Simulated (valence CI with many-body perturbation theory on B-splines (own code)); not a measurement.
## Hyperfine factors and g values of Tc10+

Computed by configuration interaction combined with many-body perturbation theory (CI+MBPT): five valence electrons over a frozen Dirac-Fock core [Ar] 3d10, radial functions for each j: 11 s, 11 p, 10 d, 8 f, 5 g, 2 h, with the one-electron correlation potential Σ1, the two-electron term Σ2, the three-electron term Σ3, Breit, model QED; selected CI, second order for the rest, scaled by the run's own slope (own B-spline code, finite nucleus).

No measured levels were compared; by estimate levels hold to about 250 cm⁻¹ or 0.2 % of their energy and the worst to 1 %, as in measured heavy ions of charge 2 to 7; those with d or f electrons hold less well. Among the levels kept, up to 2700 cm⁻¹ of a level comes from second order outside the variational space, and about a tenth of that is noise between levels of different J, which matters for small intervals.

A/g_I is the dipole constant over the nuclear g factor μ/I (μ in nuclear magnetons, uniformly magnetised nucleus), B/Q the quadrupole constant per barn. Both hold the static response of the core; the bare values leave it out. Large factors of s and p1/2 electrons are usually good to 5 to 10 %; those of open d and f shells near neutrality can be off by tens of per cent, and small factors of p3/2, d and f electrons come from cancelling terms and can be off by a factor of two or in sign, in half-filled shells by more. B is blank for J = 1/2, where it vanishes, and for nearly pure S terms. Energies count from the lowest level.

Names give the largest LS component (configuration and term), which can be under half, so a name can repeat, a term be missing and a line seem to break the LS rules; names also repeat where a configuration has a term twice. Letters in brackets count levels of one name in rising energy.

```csv
Level,E (eV),g,A/g_I (MHz),A/g_I bare,B/Q (MHz/b),B/Q bare
4s²4p³ ⁴S°_3/2,0.000,1.842,1720,1370,1630,1510
4s²4p³ ²D°_3/2,3.648,1.042,2700,2550,7070,6520
4s²4p³ ²D°_5/2,4.910,1.200,8330,7760,-44.2,-36.6
4s²4p³ ²P°_1/2,7.517,0.665,24400,22900,,
4s²4p³ ²P°_3/2,9.869,1.250,4540,4200,-8750,-8080
4s4p⁴ ⁴P_5/2,30.237,1.579,20200,18900,6650,6150
4s4p⁴ ⁴P_3/2,32.439,1.700,15500,14500,-6070,-5610
4s4p⁴ ⁴P_1/2,33.056,2.617,46800,43700,,
4s4p⁴ ²D_3/2,37.216,0.870,-5150,-4810,-9780,-9030
4s4p⁴ ²D_5/2,37.991,1.221,22700,21300,-14500,-13400
4s4p⁴ ²S_1/2,42.233,1.554,41100,38600,,
4s4p⁴ ²P_3/2,42.838,1.293,181,111,4550,4200
4s4p⁴ ²P_1/2,46.232,1.144,44200,41600,,
4s²4p²4d ⁴F_3/2,47.319,0.516,2370,2360,526,426
4s²4p²4d ⁴F_5/2,48.260,1.106,806,781,3060,2750
4s²4p²4d ²F_5/2 [a],49.694,0.957,6280,5890,-2770,-2590
4s²4p²4d ⁴F_7/2,49.786,1.255,1260,1160,2530,2250
4s²4p²4d ⁴D_1/2,50.348,0.050,10000,9590,,
4s²4p²4d ⁴D_3/2,50.549,1.113,4600,4300,-3770,-3470
4s²4p²4d ²F_7/2 [a],50.594,1.246,3410,3170,3130,2850
4s²4p²4d ⁴F_9/2,51.116,1.300,3590,3330,-3590,-3410
4s²4p²4d ⁴D_5/2,51.732,1.204,3820,3580,-2990,-2780
4s²4p²4d ⁴D_7/2,53.857,1.228,3020,2810,3800,3470
4s²4p²4d ²P_3/2 [a],53.866,1.279,-2370,-2250,530,467
4s²4p²4d ²G_7/2,55.292,0.973,4180,3930,10600,9730
4s²4p²4d ⁴P_5/2,56.121,1.537,922,795,105,95.6
4s²4p²4d ²G_9/2,56.149,1.145,3200,3010,14500,13300
4s²4p²4d ²P_1/2 [a],56.414,1.241,13800,13000,,
4s²4p²4d ⁴P_3/2,56.619,1.454,2190,2000,-1230,-1130
4s²4p²4d ⁴P_1/2,57.546,1.965,-1270,-1500,,
4s²4p²4d ²D_3/2 [a],57.677,1.035,3620,3400,2710,2470
4s²4p²4d ²D_5/2 [a],59.302,1.209,3860,3600,-1520,-1430
4s²4p²4d ²D_3/2 [b],60.221,0.899,3940,3700,-1340,-1220
4s²4p²4d ²P_1/2 [b],60.925,0.904,-5940,-5500,,
4s²4p²4d ²D_5/2 [b],60.954,1.181,1060,1020,10800,9940
4s²4p²4d ²F_5/2 [b],61.707,1.015,2880,2740,2610,2380
4s²4p²4d ²S_1/2,62.983,1.861,13900,13100,,
4s²4p²4d ²P_3/2 [b],63.134,1.282,1730,1620,-3000,-2760
4s²4p²4d ²F_7/2 [b],63.172,1.138,4000,3730,-1820,-1720
4s²4p²4d ²D_3/2 [c],65.753,0.822,2560,2470,2670,2430
```

Q: Take the isotope of mass number 99, with I = 9/2, μ = 5.678 μN and Q = -0.129 b. What is the hyperfine structure of 4s²4p³ ²P°_3/2?

A: From the table A = 5730 MHz, B = 1130 MHz. Shifts from the centre of gravity in MHz: F = 3: -46800, F = 4: -24600, F = 5: 3830, F = 6: 39000.
